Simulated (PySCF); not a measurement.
C₄H₁₄B₂S.
Cartesian coordinates in Å at the PBE0-D3(BJ)/def2-SVP level; atoms count from 1:
```
atom  x, y, z in Å
C1     2.335    1.080    1.455
B2     1.405    0.315    0.433
C3     2.047   -0.028   -0.976
B4    -0.155   -0.122    0.959
S5    -1.126   -1.018   -0.457
C6    -1.523    0.303   -1.612
C7    -2.758   -1.330    0.234
H8     1.801    1.662    2.221
H9     3.111    1.709    0.985
H10    2.880    0.281    1.997
H11    1.548   -0.817   -1.561
H12    3.124   -0.260   -0.915
H13    1.988    0.907   -1.570
H14   -0.899    0.774    1.346
H15   -0.047   -1.022    1.791
H16   -0.576    0.616   -2.070
H17   -2.205   -0.067   -2.390
H18   -1.964    1.148   -1.065
H19   -3.433   -1.718   -0.541
H20   -3.151   -0.405    0.680
H21   -2.625   -2.083    1.022
```

The closed-shell ground state was solved at several levels (PySCF, density fitting, gas phase, non-relativistic).

```
          level  basis functions  HOMO (eV)  LUMO (eV)  gap (eV)  dipole (D)
B3LYP/def2-SVPD              259      -6.40      -0.10      6.30        4.38
  PBE0/pcSseg-1              196      -6.58       0.19      6.77        4.45
```

(1) What might mPW1PW91/pcSseg-1 (196 basis functions) give for the same quantities?

(2) Over all these levels, which gives the widest orbital gap and which the narrowest?

(3) How far do the dipole and the HOMO energy spread over the levels?

Results:

(1) HOMO -6.61 eV, LUMO 0.20 eV, gap 6.81 eV, dipole 4.45 D.

(2) mPW1PW91/pcSseg-1 (global hybrid, 25 % exact exchange) has the widest, 6.81 eV, and B3LYP/def2-SVPD (global hybrid, 20 % exact exchange) the narrowest, 6.30 eV. Functional and basis both differ between the two, so the spread mixes both effects.

(3) The dipole runs from 4.38 to 4.45 D (mean 4.43 D) and the HOMO from -6.61 to -6.40 eV.

One conformer stands for the species.
